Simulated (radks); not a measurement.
The numbers below are computed, except where a source is named.
How relativity changes the ionisation of the tantalum ion Ta+ ([Xe] 4f14 5d3 6s1) to Ta2+ ([Xe] 4f14 5d3). Spin-unpolarised spherical Kohn-Sham, LDA (Slater exchange, Perdew-Wang correlation), point nucleus unless stated (finite: rms radius 5.3507 fm), a radial shooting solver on a logarithmic mesh with Libxc functionals. A level marked "c x" has the speed of light scaled by that factor and shares open shells by 2j + 1; other Dirac levels either fill j = l - 1/2 first or share by 2j + 1.

| level | E(Ta+) (hartree) | E(Ta2+) (hartree) | IE (eV) | HOMO | <r> HOMO (bohr) |
|---|---|---|---|---|---|
| non-rel. | -14795.5739 | -14795.0708 | 13.690 | 6s | 3.322 |
| scalar-rel. | -15595.0249 | -15594.4626 | 15.301 | 5d | 2.100 |
| scalar-rel., finite nucleus | -15592.7589 | -15592.1967 | 15.297 | 5d | 2.100 |
| Dirac, 2j+1 shares | -15616.3287 | -15615.7664 | 15.300 | 5d5/2 | 2.134 |
| Dirac, low j first | -15616.3709 | -15615.8128 | 15.188 | 5d3/2 | 2.071 |
| Dirac, 2j+1 shares, finite nucleus | -15614.0424 | -15613.4803 | 15.296 | 5d5/2 | 2.134 |
| Dirac, c x 0.85 | -16012.6902 | -16012.0969 | 16.145 | 5d5/2 | 2.176 |
| Dirac, c x 2 | -14978.5276 | -14978.0119 | 14.032 | 6s1/2 | 3.258 |
| Dirac, c x 5 | -14824.0244 | -14823.5193 | 13.743 | 6s1/2 | 3.312 |

NIST Atomic Spectra Database: 16.2 eV (semi-empirical). The relativistic part of the total energy of Ta+ is -818.5 hartree (Dirac, 2j+1 shares, finite nucleus), 5.5 % of the non-relativistic value. Spin polarisation and multiplet splitting of open shells are left out at every level.

Beside tabulated values, note that relativity, absent from the non-relativistic runs, is large for the heavy elements, and spin-unpolarised runs miss the spin-polarisation part of the exchange energy of open shells.
